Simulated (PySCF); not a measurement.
C5H5F3O2.
Numbering: `[CH3:1][C@@H:2]1[O:3][C:4](=[O:5])[C@H:6]1[C:7]([F:8])([F:9])[F:10]` (hydrogens: H11, H12, H13 on C1; H14 on C2; H15 on C6)

Cartesian coordinates in Å at the GFN2-xTB level; atoms count from 1:
```xyz
15
C5H5F3O2 angstrom
C      1.935   -0.584    0.241
C      0.653   -0.259   -0.491
O      0.736    0.962   -1.270
C     -0.269    1.552   -0.600
O     -0.762    2.618   -0.728
C     -0.490    0.354    0.345
C     -1.831   -0.343    0.262
F     -2.216   -0.562   -1.001
F     -2.804    0.344    0.862
F     -1.784   -1.550    0.856
H      2.253    0.263    0.844
H      1.777   -1.447    0.882
H      2.717   -0.812   -0.477
H      0.338   -1.082   -1.139
H     -0.258    0.555    1.392
```

The calculation used PySCF 2.14.0, density-fitted response routines, TDDFT PBE0/def2-SVPD, vertical, gas phase, core orbitals frozen in the response.

Ground-to-excited transition dipoles (e·a0, same axes as the geometry; the sign carries no meaning), for the states with f of 0.002 or more among the lowest 6:

```csv
state,E (eV),μx,μy,μz
S2,7.892,-0.297,0.555,-0.089
S3,8.079,-0.292,0.041,0.226
S4,8.361,-0.008,-0.119,-0.025
S5,8.651,-0.045,0.092,0.025
S6,8.688,0.053,-0.115,0.077
```

Task: Work out the oscillator strengths.

Result: f = (2/3) ΔE |μ|² with ΔE in hartree (27.2114 eV).

| state | \|μ\|² (au) | \|μ\| (D) | f |
| --- | --- | --- | --- |
| S2 | 0.404 | 1.62 | 0.078 |
| S3 | 0.138 | 0.94 | 0.027 |
| S4 | 0.015 | 0.31 | 0.003 |
| S5 | 0.011 | 0.27 | 0.002 |
| S6 | 0.022 | 0.38 | 0.005 |

Task: Which bond between heavy atoms lies closest to the direction of the S2 transition dipole?

Result: C4–O5, at 4° from it; next C7–F10 at 31°.

Task: What angle do the transition dipoles of S2 and S3 make?

Result: |cos θ| = |μa·μb| / (|μa| |μb|) = 0.38, so θ ≈ 68° (taken between 0 and 90°, since the signs are arbitrary).

Task: How is the summed strength of these states shared among x, y and z?

Result: (2/3) Σ ΔE μα² gives 0.035 for x, 0.067 for y and 0.013 for z, 0.115 in all.

Task: What peak molar absorption coefficient would the strongest computed level give as a lone Gaussian band 0.3 eV wide at half height?

Result: ε(max) = 2.175×10⁸ f / FWHM, with the width in cm⁻¹. S2: 2.175×10⁸ × 0.0782 / 2420 ≈ 7000 L mol⁻¹ cm⁻¹.

The run took 60 s of wall time on an Arm Neoverse V1 with one thread, shared host with 64 logical CPUs at a one-minute load of 38, and the process peaked at 1.0 GiB of memory.
